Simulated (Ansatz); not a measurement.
One change: `OB(F)O[SiH3]` becomes `COB(O)O[SiH3]`.

Ansatz, PBE0-D4/def2-TZVP geometries, multiplicity 1. Each molecule was computed in one conformer, which needn't be the lowest.

```tsv
property	`OB(F)O[SiH3]`
HOMO energy (B3LYP/def2-TZVPP) / eV	-9.03
HOMO–LUMO gap (PBE/def2-TZVPP) / eV	6.93
LUMO energy (B3LYP/def2-TZVPP) / eV	-0.26
LUMO energy (PBE0/def2-TZVPP) / eV	0.02
LUMO energy (ωB97M-V/def2-TZVPP) / eV	1.53
size of the dipole moment (ωB97M-V/def2-TZVPP) / D	1.28
```

Question: What does the change do to each property? (Estimate.)

Answer: The calculation gave: 
```
                                          property  `COB(O)O[SiH3]`  shift
               HOMO energy (B3LYP/def2-TZVPP) / eV            -8.44   0.59
               HOMO–LUMO gap (PBE/def2-TZVPP) / eV             6.57  -0.36
               LUMO energy (B3LYP/def2-TZVPP) / eV             0.00   0.26
                LUMO energy (PBE0/def2-TZVPP) / eV             0.29   0.27
             LUMO energy (ωB97M-V/def2-TZVPP) / eV             1.76   0.23
size of the dipole moment (ωB97M-V/def2-TZVPP) / D             3.07   1.79
```

With PBE0 the HOMO rises by 0.57 eV and the LUMO rises by 0.27 eV, so the gap narrows by about 0.30 eV. PBE moves the HOMO by 0.63 eV and ωB97M-V by 0.52 eV. Dipoles are sizes alone; their direction can turn.

B3LYP here is the variant with VWN-RPA as its local correlation; programs differ in this.
